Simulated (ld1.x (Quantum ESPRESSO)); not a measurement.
**Cutoff test, P (Z = 15), PAW**

phosphorus, PAW, made with ld1.x (Quantum ESPRESSO) 7.5 (PBE, scalar-relativistic). Core [Ne], reference 3s2 3p2.5 (charge +0.5). Waves: 3s (bound): rcut 1.40, rcutus 1.85 bohr; 3s channel at -0.85 Ry: rcut 1.40, rcutus 1.85 bohr; 3p (bound): rcut 1.20, rcutus 1.65 bohr; 3p channel at 0.6 Ry: rcut 1.20, rcutus 1.65 bohr. Local part: all-electron potential smoothed inside 1.45 bohr (lloc = -2). Core correction: a·sin(br)/r model core, default radius (ld1.x builds one for every PAW set, though the input has nlcc=.false.). Augmentation charge: PSQ, inside the norm-conserving radii.

The pseudo-atom Hamiltonian at the reference potential is diagonalised in spherical Bessel functions j_l(qr) that vanish at 20 bohr, with q² up to the cutoff. All-electron valence levels (Ry): 3s -1.3545, 3p -0.7104.

How do the lowest levels (Ry) of each channel move with the cutoff, and are there ghosts?

```
cutoff (Ry)     s #1     s #2     p #1     d #1    d #2    f #1  Σ f·Δε (mRy)
          8  -1.3543  -0.1802  -0.7015  -0.0532  0.0255  0.0371          22.7
         10  -1.3543  -0.1802  -0.7072  -0.0540  0.0248  0.0371           8.5
         12  -1.3543  -0.1803  -0.7091  -0.0545  0.0244  0.0371           3.6
         15  -1.3543  -0.1803  -0.7099  -0.0548  0.0242  0.0371           1.7
         18  -1.3544  -0.1803  -0.7100  -0.0550  0.0240  0.0371           1.1
         21  -1.3545  -0.1803  -0.7101  -0.0550  0.0240  0.0371           0.8
         25  -1.3545  -0.1803  -0.7102  -0.0550  0.0240  0.0371           0.5
         30  -1.3545  -0.1803  -0.7103  -0.0550  0.0240  0.0371           0.3
        400  -1.3545  -0.1803  -0.7104  -0.0550  0.0240  0.0371           0.0
```

Result: no extra level below or beside the all-electron valence levels (s, p, d, f tested); 10 mRy is reached at 10 Ry and 1 mRy at 21 Ry.
